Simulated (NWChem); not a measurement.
System: CsCl; SMILES [Cl][Cs]

The following NWChem deck was run.

```
start job
memory heap 200 mb stack 700 mb global 900 mb
geometry units angstroms noautoz
  Cs     0.000000     0.000000    -0.707842
  Cl     0.000000     0.000000     2.228375
end
basis spherical
  * library def2-svp
end
ecp
  Cs library def2-ecp
end
dft
  xc b3lyp
  iterations 150
  mulliken
end
task dft energy
```

Output (shortened):

```
             Northwest Computational Chemistry Package (NWChem) 7.3.0
             --------------------------------------------------------

 ORDER OF PRIMARY AXIS IS BEING SET TO 4
 C4V symmetry detected

                             Geometry "geometry" -> ""
                             -------------------------

 Output coordinates in angstroms (scale by  1.889725989 to convert to a.u.)

  No.       Tag          Charge          X              Y              Z
 ---- ---------------- ---------- -------------- -------------- --------------
    1 Cs                  55.0000     0.00000000     0.00000000    -0.69327346
    2 Cl                  17.0000     0.00000000     0.00000000     2.24294354

 Effective nuclear repulsion energy (a.u.)     168.5095917007

      Symmetry information
      --------------------

 Group name             C4v
 Group number             18
 Group order               8
 No. of unique centers     2

                                 NWChem DFT Module
                                 -----------------

 Summary of "ao basis" -> "ao basis" (spherical)
 ------------------------------------------------------------------------------
       Tag                 Description            Shells   Functions and Types
 ---------------- ------------------------------  ------  ---------------------
 Cs                         def2-svp                10       24   5s3p2d
 Cl                         def2-svp                 8       18   4s3p1d

      Symmetry analysis of basis
      --------------------------

        a1         18
        a2          0
        b1          3
        b2          3
        e          18

            General Information
            -------------------
          SCF calculation type: DFT
          Wavefunction type:  closed shell.
          No. of atoms     :     2
          No. of electrons :    26
           Alpha electrons :    13
            Beta electrons :    13
          Charge           :     0
          Spin multiplicity:     1
          Use of symmetry is: on ; symmetry adaption is: on
          Maximum number of iterations: 150
          AO basis - number of functions:    42
                     number of shells:    18
          Convergence on energy requested:  1.00D-06
          Convergence on density requested:  1.00D-05
          Convergence on gradient requested:  5.00D-04

              XC Information
              --------------
                         B3LYP Method XC Potential
                     Hartree-Fock (Exact) Exchange  0.200
                        Slater Exchange Functional  0.800 local
                    Becke 1988 Exchange Functional  0.720 non-local
              Lee-Yang-Parr Correlation Functional  0.810
                  VWN I RPA Correlation Functional  0.190 local

             Grid Information
             ----------------
          Grid used for XC integration:  medium
          Radial quadrature: Mura-Knowles
          Angular quadrature: Lebedev.
          Tag              B.-S. Rad. Rad. Pts. Rad. Cut. Ang. Pts.
          ---              ---------- --------- --------- ---------
          Cs                  2.60      123          14.0       590
          Cl                  1.00       88          11.0       590
          Grid pruning is: on
          Number of quadrature shells:   211
          Spatial weights used:  Erf1

      Superposition of Atomic Density Guess
      -------------------------------------

 Sum of atomic energies:        -481.93119200

      Non-variational initial energy
      ------------------------------

 Total energy =    -479.040192
 1-e energy   =    -722.452305
 2-e energy   =     215.837816
 HOMO         =      -0.424250
 LUMO         =      -0.044951

      Symmetry analysis of molecular orbitals - initial
      -------------------------------------------------

 !! scf_movecs_sym_adapt:    6 vectors were symmetry contaminated

  Symmetry fudging

 !! scf_movecs_sym_adapt:    6 vectors were symmetry contaminated

  Numbering of irreducible representations:

     1 a1          2 a2          3 b1          4 b2          5 e

  Orbital symmetries:

     1 a1          2 a1          3 a1          4 e           5 e
     6 a1          7 a1          8 a1          9 e          10 e
    11 e          12 e          13 a1         14 a1         15 e
    16 e          17 a1         18 a1         19 b1         20 b2
    21 e          22 e          23 a1

     ---------------------------------------------
      Total Density - Mulliken Population Analysis
     ---------------------------------------------

    Atom       Charge   Shell Charges
 -----------   ------   -------------------------------------------------------
    1 Cs   9     8.13  -0.31  1.54  0.78  0.03 -0.00  5.40  0.60  0.01  0.05  0.03
    2 Cl  17    17.87   2.00  1.99  1.25  0.74  5.95  2.30  3.64  0.00

   convergence    iter        energy       DeltaE   RMS-Dens  Diis-err
 ---------------- ----- ----------------- --------- --------- ---------
 d= 0,ls=0.0,diis     1   -480.2635945218 -5.08D+02  4.20D-02  2.56D-01
 d= 0,ls=0.0,diis     2   -480.2057980247  5.78D-02  2.69D-02  5.65D-01
 d= 0,ls=0.0,diis     3   -480.3072395148 -1.01D-01  2.26D-03  5.18D-03
 d= 0,ls=0.0,diis     4   -480.3082515306 -1.01D-03  2.62D-04  3.97D-05
 d= 0,ls=0.0,diis     5   -480.3082687951 -1.73D-05  6.22D-05  4.78D-06
 d= 0,ls=0.0,diis     6   -480.3082697697 -9.75D-07  1.81D-05  3.18D-07
 d= 0,ls=0.0,diis     7   -480.3082698343 -6.46D-08  3.52D-06  6.48D-09

         Total DFT energy =     -480.308269834314
      One electron energy =     -726.134716775312
           Coulomb energy =      249.803257987297
    Exchange-Corr. energy =      -31.551107870053
 Nuclear repulsion energy =       27.574296823754

 Numeric. integr. density =       26.000000200712

                  Occupations of the irreducible representations
                  ----------------------------------------------

                     irrep           alpha         beta
                     --------     --------     --------
                     a1                7.0          7.0
                     a2                0.0          0.0
                     b1                0.0          0.0
                     b2                0.0          0.0
                     e                 6.0          6.0

                       DFT Final Molecular Orbital Analysis
                       ------------------------------------

 Vector   11  Occ=2.000000D+00  E=-2.001672D-01  Symmetry=a1
              MO Center=  6.3D-15,  1.2D-14,  2.0D+00, r^2= 2.0D+00
   Bfn.  Coefficient  Atom+Function         Bfn.  Coefficient  Atom+Function
  ----- ------------  ---------------      ----- ------------  ---------------
    37      0.614543  2 Cl pz                34      0.446455  2 Cl pz
    31      0.263907  2 Cl pz                 4     -0.237154  1 Cs s
     2      0.198397  1 Cs s                  8      0.195362  1 Cs pz
    17     -0.132793  1 Cs d  0               5      0.126530  1 Cs s
     1     -0.074702  1 Cs s                 14      0.053001  1 Cs pz

 Vector   12  Occ=2.000000D+00  E=-1.969768D-01  Symmetry=e
              MO Center=  6.6D-16, -6.4D-16,  2.1D+00, r^2= 1.6D+00
   Bfn.  Coefficient  Atom+Function         Bfn.  Coefficient  Atom+Function
  ----- ------------  ---------------      ----- ------------  ---------------
    36     -0.456257  2 Cl py                35      0.443839  2 Cl px
    33     -0.318446  2 Cl py                32      0.309779  2 Cl px
    30     -0.189303  2 Cl py                29      0.184151  2 Cl px
    21     -0.072601  1 Cs d -1              23     -0.070625  1 Cs d  1
    16     -0.052421  1 Cs d -1              18     -0.050994  1 Cs d  1

 Vector   13  Occ=2.000000D+00  E=-1.969768D-01  Symmetry=e
              MO Center= -1.6D-17,  2.5D-16,  2.1D+00, r^2= 1.6D+00
   Bfn.  Coefficient  Atom+Function         Bfn.  Coefficient  Atom+Function
  ----- ------------  ---------------      ----- ------------  ---------------
    35      0.456257  2 Cl px                36      0.443839  2 Cl py
    32      0.318446  2 Cl px                33      0.309779  2 Cl py
    29      0.189303  2 Cl px                30      0.184151  2 Cl py
    23     -0.072601  1 Cs d  1              21      0.070625  1 Cs d -1
    18     -0.052421  1 Cs d  1              16      0.050994  1 Cs d -1

 Vector   14  Occ=0.000000D+00  E=-5.159917D-02  Symmetry=a1
              MO Center= -1.0D-14, -1.0D-15, -1.9D+00, r^2= 1.1D+01
   Bfn.  Coefficient  Atom+Function         Bfn.  Coefficient  Atom+Function
  ----- ------------  ---------------      ----- ------------  ---------------
     4      0.723495  1 Cs s                  2     -0.348956  1 Cs s
     5      0.347504  1 Cs s                 14     -0.300737  1 Cs pz
     3     -0.180244  1 Cs s                  8      0.168891  1 Cs pz
     1      0.143457  1 Cs s                 37      0.087483  2 Cl pz
    17     -0.083963  1 Cs d  0              11     -0.075932  1 Cs pz

 Vector   15  Occ=0.000000D+00  E=-7.762549D-03  Symmetry=e
              MO Center= -2.4D-14, -2.3D-14, -1.7D+00, r^2= 1.8D+01
   Bfn.  Coefficient  Atom+Function         Bfn.  Coefficient  Atom+Function
  ----- ------------  ---------------      ----- ------------  ---------------
    13      0.898122  1 Cs py                21     -0.291779  1 Cs d -1
    12      0.242842  1 Cs px                 7     -0.209073  1 Cs py
    16     -0.114731  1 Cs d -1              23      0.078894  1 Cs d  1
     6     -0.056531  1 Cs px                18      0.031022  1 Cs d  1

 Vector   16  Occ=0.000000D+00  E=-7.762549D-03  Symmetry=e
              MO Center= -8.9D-15,  1.9D-14, -1.7D+00, r^2= 1.8D+01
   Bfn.  Coefficient  Atom+Function         Bfn.  Coefficient  Atom+Function
  ----- ------------  ---------------      ----- ------------  ---------------
    12      0.898122  1 Cs px                23      0.291779  1 Cs d  1
    13     -0.242842  1 Cs py                 6     -0.209073  1 Cs px
    18      0.114731  1 Cs d  1              21      0.078894  1 Cs d -1
     7      0.056531  1 Cs py                16      0.031022  1 Cs d -1

     ---------------------------------------------
      Total Density - Mulliken Population Analysis
     ---------------------------------------------

    Atom       Charge   Shell Charges
 -----------   ------   -------------------------------------------------------
    1 Cs   9     8.48  -0.33  1.65  0.69  0.09 -0.02  5.40  0.61  0.06  0.18  0.15
    2 Cl  17    17.52   2.00  1.98  1.23  0.75  5.93  2.12  3.50  0.00

     -------------------------------------------
      Total Density - Lowdin Population Analysis
     -------------------------------------------

    Atom       Charge   Shell Charges
 -----------   ------   -------------------------------------------------------
    1 Cs   9     8.68   0.01  0.99  0.93  0.14  0.03  4.72  1.29  0.11  0.23  0.23
    2 Cl  17    17.32   2.00  1.96  1.05  0.84  5.82  2.27  3.39  0.00

     Multipole analysis of the density
     ---------------------------------

     L   x y z        total         alpha         beta         nuclear
     -   - - -        -----         -----         ----         -------
     0   0 0 0     -0.000000    -13.000000    -13.000000     26.000000

     1   1 0 0      0.000000      0.000000      0.000000      0.000000
     1   0 1 0      0.000000      0.000000      0.000000      0.000000
     1   0 0 1     -3.827041    -32.045749    -32.045749     60.264456

     2   2 0 0    -25.108795    -12.554398    -12.554398      0.000000
     2   1 1 0     -0.000000     -0.000000     -0.000000      0.000000
     2   1 0 1     -0.000000     -0.000000     -0.000000      0.000000
     2   0 2 0    -25.108795    -12.554398    -12.554398      0.000000
     2   0 1 1      0.000000      0.000000      0.000000      0.000000
     2   0 0 2    -36.284264   -178.570733   -178.570733    320.857201
```

Level: B3LYP/def2-SVP with def2 effective core potentials on Cs. All runs use the structure optimised with PBE0/def2-SVP. def2 effective core potentials on Cs; no spin-orbit coupling.
